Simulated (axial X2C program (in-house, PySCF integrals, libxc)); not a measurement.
Potential curves of KS⁺, 2c

Calculated with an in-house all-electron X2C program for linear molecules (integrals from PySCF). Two-component (2c) means X2C with spin–orbit coupling and atomic mean-field two-electron Coulomb and Gaunt terms. Basis: K dyall-cv3z [11s12p6d3f], S dyall-av3z [9s8p3d2f] (cores contracted in-house); Gaussian nuclei, density fitting, unrestricted open shells. Masses: K 38.964 u, S 31.972 u.

State: Ω = 1 (⟨Sz⟩ = 1.00, ⟨Lz⟩ = 0.00 at HF). Energies in cm⁻¹ from the fragments at the same level (K+ + S). Fits are polynomials in 1 − R0/R over 0.85 to 1.23 times the lowest point R0.

```tsv
R (Å)	CCSD(T)	HF	r2SCAN0	CCSD
2.9058		-590	-1616	
3.0394	-1971	-1480	-2279	-2169
3.1396	-2250	-1875	-2539	-2457
3.2398	-2386	-2107	-2663	-2602
3.3400	-2421	-2223	-2686	-2644
3.4569	-2376	-2255	-2633	-2606
3.5738	-2273	-2215	-2522	-2508
3.7241	-2091	-2098	-2334	-2333
3.9078		-1908	-2079	
4.1750		-1612	-1718
```

Correlated methods: 14 electrons correlated (number of frozen shells: K 2 s, 1 p; S 2 s, 1 p), 238 virtual spin orbitals or spinors in MP2, 90 natural virtuals in coupled cluster.

Occupations by symmetry block were frozen at the best pattern of an incomplete PBE0 search. Dissociation energies refer to the lowest single-determinant-based atoms at the same level and basis. Density functionals use the spin component along the axis (collinear). Coupled cluster ran in a truncated set of natural virtual spinors; the MP2 energy of the rest was added. (T) has no such correction and the atoms are truncated less, which lowers De at CCSD(T) by a hundredth of an eV or more. In 2c an atomic determinant is not the ground J level, so De misses part of the atomic spin–orbit lowering. This holds for r2SCAN0. Other states lie close and PBE0, whose exact exchange favours high spin, may order them wrongly; the determinant shown need not be the ground state. The nearest other 2c determinant of the search, Ω = 2, lies 0.39 eV up at the distance of the search. Without a current term, density functionals place determinants with orbital angular momentum somewhat too high. With several unpaired electrons one determinant need not be a pure state. Open-shell Ω = 0 determinants with evenly filled partner blocks cannot be reached by this program, so the Ω shown need not be the lowest component. This is the Ω = 1 component of a π² triplet; the 0⁺ component is not one determinant and can lie lowest. Coupled cluster ran on the points near the minimum only. MP2 and coupled cluster on one determinant become unreliable at the stretched end.

Task: Fit the CCSD(T) curve near its minimum: give the equilibrium distance, the harmonic wavenumber and the well depth.

Result: At CCSD(T), 2c: Re = 3.334 Å, ωe ≈ 116 cm⁻¹, De = 0.30 eV to K+ + S; Be follows as 0.0863 cm⁻¹.

Task: Fit the HF curve near its minimum: give the equilibrium distance, the harmonic wavenumber and the well depth.

Result: At HF, 2c: Re = 3.442 Å, ωe ≈ 104 cm⁻¹, De = 0.28 eV to K+ + S; Be follows as 0.081 cm⁻¹.

Task: What are Re, ωe and De at the r2SCAN0 level?

Result: At r2SCAN0, 2c: Re = 3.321 Å, ωe ≈ 117 cm⁻¹, De = 0.33 eV to K+ + S; Be follows as 0.087 cm⁻¹.

Task: Fit the CCSD curve near its minimum: give the equilibrium distance, the harmonic wavenumber and the well depth.

Result: At CCSD, 2c: Re = 3.344 Å, ωe ≈ 115 cm⁻¹, De = 0.33 eV to K+ + S; Be follows as 0.0859 cm⁻¹.
